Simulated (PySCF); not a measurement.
NbF4, SMILES [F][Nb+]([F])([F])[F], charge +1, multiplicity 1. Coordinates come from a B3LYP-D3(BJ)/def2-SVP optimisation. The multiplicity is an assumed one; other spin states were not compared. The isomer is the one that the SMILES or the coordinates give; other isomers of the formula were not compared. The def2 effective core potentials stand for the cores of Nb; spin–orbit coupling is left out.

The numbers are results of B3LYP-D3(BJ)/def2-SVP in PySCF, not measurements.

Harmonic wavenumbers (cm⁻¹): 189, 189, 190, 190, 190, 787, 831, 831, 831. Rotational constants (GHz): 3.088, 3.088, 3.088; symmetry number 12.

Work out the zero-point energy and the ideal-gas rigid-rotor harmonic-oscillator thermochemistry at 298.15 K and 1 atm.

ZPE = ½ Σ hcν = ½ × 4228 cm⁻¹ = 25.29 kJ/mol. H − E(el) = 43.55 kJ/mol. Entropy in J/(mol K): translation 172.72, rotation 91.44, vibration 49.88, total 314.04. G − E(el) = -50.08 kJ/mol. Cp = 82.40 J/(mol K).
